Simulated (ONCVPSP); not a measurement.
**Cutoff test, Ge, ONCV**

- Element: germanium
- Generator: ONCVPSP 4.0.1
- Type: optimised norm-conserving Vanderbilt (ONCV)
- Functional: PBE
- Relativity: scalar-relativistic
- Frozen core: [Ar]
- Valence charge: 14
- Reference configuration: 3d10 4s1.75 4p2.25
- Partial waves: 4s: rc 1.55 bohr, ncon 3, nbas 6, qcut 3.8 1/bohr, 2 projectors, debl 2.9 Ha; 4p: rc 1.55 bohr, ncon 4, nbas 7, qcut 4.9 1/bohr, 2 projectors, debl 1 Ha; 3d: rc 0.80 bohr, ncon 5, nbas 10, qcut 23.7 1/bohr, 2 projectors, debl 3.3 Ha
- Local potential: polynomial inside 0.75 bohr (lpopt 4, dvloc0 -1 Ha)
- Core correction: polynomial model core, fcfact 0.2

Q: For each optimised wave give the share of its norm inside rc, the residual kinetic energy above qcut (Ha) and the cutoffs (Ha) for errors of 10, 1, 0.1 and 0.01 mHa per electron.

A:

```tsv
wave	norm inside rc	residual KE	10 mHa	1 mHa	0.1 mHa	0.01 mHa
4s	0.254	2.7e-03	5.5	12.4	32.9	53.9
s projector 2	0.098	2.1e-02	7.9	19.5	56.0	not reached
4p	0.106	5.0e-04	1.9	6.8	52.0	64.4
p projector 2	0.128	8.7e-03	11.3	32.3	79.6	94.5
3d	0.655	2.6e-08	158.0	191.6	218.4	240.5
d projector 2	0.041	1.9e-08	128.4	168.9	202.0	230.1
```

The occupied waves need 192 Ha and 218 Ha for 1 and 0.1 mHa. Note: ghosts flagged at negative energy: s at -48.3 eV, p at -86.1 eV; no localised positive-energy state flagged. A true bound ghost makes a file unfit for plane-wave use. Its largest configuration-test error is -525 meV.
